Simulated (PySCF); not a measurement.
B(Me)(OMe)(NH2) (C2H8BNO), SMILES NB(OC)C. Atoms are numbered in the order given.

```xyz
13

B      0.0472     0.4799     0.0000
C     -0.6853     1.8814     0.0000
H     -1.3418     1.9677    -0.8826
H     -1.3418     1.9677     0.8826
H      0.0004     2.7436     0.0000
O     -0.7545    -0.6393     0.0000
C     -0.2261    -1.9392     0.0000
H      0.3943    -2.1359    -0.8955
H     -1.0583    -2.6598     0.0000
H      0.3943    -2.1359     0.8955
N      1.4569     0.3744     0.0000
H      1.9698    -0.4979     0.0000
H      2.0532     1.1911     0.0000
```

The structure is a stationary point at B3LYP-D3(BJ)/def2-SVP. The structure was generated by enumeration, and PubChem lists no compound with its InChIKey, so it may never have been made. One conformer was computed; it need not be the lowest.

All values below come from PBE/pcSseg-1 in PySCF.

GIAO shieldings, no solvent; atoms listed in one row are averaged. δ = σ(ref) − σ: ¹¹B against BF3 (σ = 83.9 ppm); ¹³C against TMS (σ = 182.0 ppm); ¹H against TMS (σ = 31.49 ppm); ¹⁷O against H2O (σ = 334.3 ppm); ¹⁵N against NH3 (σ = 267.0 ppm), references at their B3LYP-D3(BJ)/def2-TZVP geometries, non-relativistic.

Computed chemical shifts:
```
nucleus        atoms  count  δ (ppm)
-------  -----------  -----  -------
¹¹B               B1      1     18.3
¹³C               C7      1     54.6
¹³C               C2      1      2.0
¹H       H8, H9, H10      3     3.92
¹H               H13      1     2.79
¹H               H12      1     2.68
¹H        H3, H4, H5      3     0.41
¹⁷O               O6      1    101.1
¹⁵N              N11      1     79.9
```
